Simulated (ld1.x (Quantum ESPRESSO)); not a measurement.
# Which change was made? (O, TM)

oxygen, norm-conserving Troullier–Martins (Kleinman–Bylander form), made with ld1.x (Quantum ESPRESSO) 7.5 (PBE, non-relativistic). Core [He], reference 2s2 2p3 (charge +1). Waves: 2p (bound): rc 1.00 bohr; 3d channel at 0.5 Ry: rc 1.00 bohr; 2s (bound): rc 0.60 bohr. Local part: the s channel. Core correction: Bessel-smoothed model core inside 0.40 bohr.

Cutoffs, loose and tight: the cutoffs (Ry, on a coarse ladder) from which the occupation-weighted sum of valence levels, in a spherical-Bessel basis at the reference potential, stays within 10 and 1 mRy of its value at 400 Ry. They do not see the model core or the augmentation charge, which bear on the density cutoff. Test errors are all-electron minus pseudo excitation energies from the reference, over the configurations 2s2 2p4; 2s2 2p2; 2s2 2p1; 2s2 2p4.3; 2s2 2p3.5; 2s2 2p0; 2s1 2p5; variants that change the core or the reference have their own tests. The largest error is taken over the tests solved by every variant that gives reliable tests at all, those not shown here included: 2s1 2p5; 2s2 2p0; 2s2 2p1; 2s2 2p2; 2s2 2p3.5; 2s2 2p4.3.

The base gives: outcome: generated; cutoff, loose: 200 Ry; cutoff, tight: over 300 Ry; bound ghosts: none; largest test error (meV): +441.

(1) After one change the result is: outcome: generated; cutoff, loose: 140 Ry; cutoff, tight: 200 Ry; bound ghosts: none; largest test error (meV): +650. Which change was it?
A. all radii but the core radius scaled by about 1.14 (s 0.68, p 1.14, d 1.14 bohr)
B. wave 2s (bound): rc 0.60 bohr becomes 2s (bound): rc 0.40 bohr
C. wave 2s (bound): rc 0.60 bohr becomes 2s (bound): rc 0.86 bohr

Answers

(1) A. The others give: wave 2s (bound): rc 0.60 bohr becomes 2s (bound): rc 0.40 bohr → outcome: generated; bound ghosts: not determined; largest test error (meV): +1141 | wave 2s (bound): rc 0.60 bohr becomes 2s (bound): rc 0.86 bohr → outcome: generated; cutoff, loose: 120 Ry; cutoff, tight: 200 Ry; bound ghosts: none; largest test error (meV): +429.
